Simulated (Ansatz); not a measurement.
Ansatz results at the PBE0-D4/def2-TZVP geometry: LUMO energy (PBE/def2-TZVPP) -2.84 eV; HOMO energy (ωB97M-V/def2-TZVPP) -9.09 eV; LUMO energy (PBE0/def2-TZVPP) -2.07 eV.

Task: Which molecule gave them?
A. `O/[C]([GaH2])=N/[SiH3]`
B. `O[Si]1(Br)CC1`
C. `C[Si](C)(F)[AlH2]`
D. `O=COC[SiH2]S`

Result: C. The others give `O=COC[SiH2]S`: -1.24, -9.81, -0.08; `O/[C]([GaH2])=N/[SiH3]`: -2.08, -9.50, -1.26; `O[Si]1(Br)CC1`: -0.91, -9.20, 0.02.
